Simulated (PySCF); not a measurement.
**C(2+) (carbon, charge +2): BP86 calculation**

Configuration: [He] 2s2, closed-shell 1S. Calculation: PySCF 2.14, in x2c-TZVPall; the spin-free X2C one-electron Hamiltonian (Gaussian nucleus).

| Quantity | Value |
| --- | --- |
| Total energy | -36.5213 hartree |
| One-electron energy | -44.1662 hartree |
| Hartree (Coulomb) energy | 12.0627 hartree |
| Exchange-correlation energy | -4.4178 hartree |
| ⟨S²⟩ | 0.0000 |
| ⟨L²⟩ | 0.000 |
| Sum of ⟨r⟩ | 3.260 bohr |
| Sum of ⟨r²⟩ | 4.558 bohr² |
| Langevin diamagnetic susceptibility | -3.61 ×10⁻⁶ cm³/mol |
| Time after the integrals | 0.06 s of wall time on 1 thread of Neoverse-V1 (shared host) |

```json
{"shell": "1s", "electrons": "2", "mean orbital energy (hartree)": "-11.34607", "rms radius, mean of both spins (bohr)": "0.313"}
{"shell": "2s", "electrons": "2", "mean orbital energy (hartree)": "-1.48649", "rms radius, mean of both spins (bohr)": "1.48"}
```
